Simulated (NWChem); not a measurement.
Isomers of C₂H₉NSi, each optimised at PBE0/def2-SVP with NWChem, gas phase unless a solvent is named. Flexible species stand in one conformer each, which need not be the lowest.  Relative energies count from the lowest isomer at each level and are electronic, without zero-point energy, on those geometries. Shieldings are non-relativistic GIAO values without spin-orbit effects.

A: C[SiH2]CN
B: C[C@@H](N)[SiH3]
C: N(C)(C)[SiH3]
D: CNC[SiH3]

```csv
quantity,A,B,C,D
"relative energy, PBE0/def2-SVP (kcal/mol)",0.0,?,1.1,14.5
"relative energy, M06-2X/def2-TZVP (kcal/mol)",0.0,?,0.2,17.3
"dipole (D), PBE0/def2-SVP",1.78,?,0.95,0.37
"highest harmonic frequency (cm⁻¹), PBE0/def2-SVP",3618,?,3135,3580
"29Si shift against tetramethylsilane, PBE0/pcSseg-1 (ppm)",-38.4,?,-42.1,-79.3
```

Task: Some entries are withheld; supply them.

Result: 
- relative energy, PBE0/def2-SVP (kcal/mol), B: 7.7
- relative energy, M06-2X/def2-TZVP (kcal/mol), B: 9.7
- dipole (D), PBE0/def2-SVP, B: 0.30
- highest harmonic frequency (cm⁻¹), PBE0/def2-SVP, B: 3613
- 29Si shift against tetramethylsilane, PBE0/pcSseg-1 (ppm), B: -57.6
